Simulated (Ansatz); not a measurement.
Cost and result for the atomization energy of C$_{2}$H$_{6}$GeO$_{2}$, SMILES `[CH3][GeH2][C](=O)O` (11 atoms, 10 bonds).

Cartesian coordinates in Å:
```
C -0.529 -1.457 0.683
Ge -0.647 0.478 0.513
C 0.780 1.172 -0.704
O 1.187 2.300 -0.715
O 1.243 0.229 -1.548
H -0.596 -1.919 -0.302
H 0.421 -1.738 1.138
H -1.342 -1.833 1.307
H -0.446 1.203 1.851
H -1.983 0.911 -0.113
H 1.912 0.655 -2.109
```

Total charge 0; spin multiplicity 1. Correlated methods include outer-core shells of Ge, which these sets cover unevenly. Scalar relativity is left out up to krypton. The structure was optimised at the PBE0-D4/def2-TZVP level. It is one conformer, not always the lowest. Program: Ansatz. All runs use 4 threads of an Arm Neoverse V1 on a shared host. Times are those of one run each, without the atoms' runs, and a repeat can differ threefold. Electronic energies, without spin–orbit coupling; frozen cores. CCSD(T)/CBS adds CCSD(T) − MP2 in def2-TZVPP to the MP2 limit, and its time is that of the two runs behind it. T1 = 0.014. With those shells the extrapolation isn't a true limit. B3LYP takes the VWN-RPA correlation (the form of Gaussian; ORCA's B3LYP/G).

CCSD(T)/CBS is a level of theory with its own doubt, some kJ/mol a heavy atom from the limit and from the frozen cores, so smaller differences don't rank the functionals.

```
                             level  functions  atomization (kJ/mol)  difference from CCSD(T)/CBS  per bond
  ωB97M-V/def2-TZVPP (with forces)        256                4107.9                         -5.6      -0.6
                PBE0-D4/def2-TZVPP        256                4103.5                        -10.0      -1.0
                 CCSD(T)/CBS(def2)          –                4113.5                          0.0       0.0
                 B2PLYP/def2-TZVPP        256                4062.8                        -50.7      -5.1
                CCSD(T)/def2-TZVPP        256                4016.7                        -96.8      -9.7
                    MP2/def2-QZVPP        497                4151.6                         38.1       3.8
r2SCAN-D4/def2-TZVPP (with forces)        256                4126.8                         13.3       1.3
                ωB97X-V/def2-TZVPP        256                4121.0                          7.5       0.8
   PBE-D4/def2-TZVPP (with forces)        256                4210.1                         96.6       9.7
 B3LYP-D4/def2-TZVPP (with forces)        256                4092.8                        -20.7      -2.1
```

Question: Order the runs by time, with rough figures. (Best estimate.)

Answer: Ansatz gave: PBE-D4/def2-TZVPP (with forces) 2.9 s; PBE0-D4/def2-TZVPP 4 s; B3LYP-D4/def2-TZVPP (with forces) 6 s; r2SCAN-D4/def2-TZVPP (with forces) 6.5 s; B2PLYP/def2-TZVPP 7.5 s; ωB97X-V/def2-TZVPP 10 s; ωB97M-V/def2-TZVPP (with forces) 15 s; MP2/def2-QZVPP 35 s; CCSD(T)/def2-TZVPP 5.6 min; CCSD(T)/CBS(def2) 6.2 min.

In def2-TZVPP, CCSD(T) changes the Hartree–Fock value by +1141.9 kJ/mol (the triples alone add +73.7 kJ/mol) and MP2 by +1220.4 kJ/mol; breaking electron pairs costs correlation energy, which Hartree–Fock lacks. From PBE to PBE0 (25 % exact exchange), in def2-TZVPP and without D4, the atomization energy moves by −103.4 kJ/mol: exact exchange takes away binding that semilocal exchange gives to molecules. The D4 term adds +32.3 kJ/mol with B3LYP and +17.0 kJ/mol with PBE0; it sums over pairs of atoms, weighted by their polarisabilities, and B3LYP, whose exchange is more repulsive, gets the larger term.
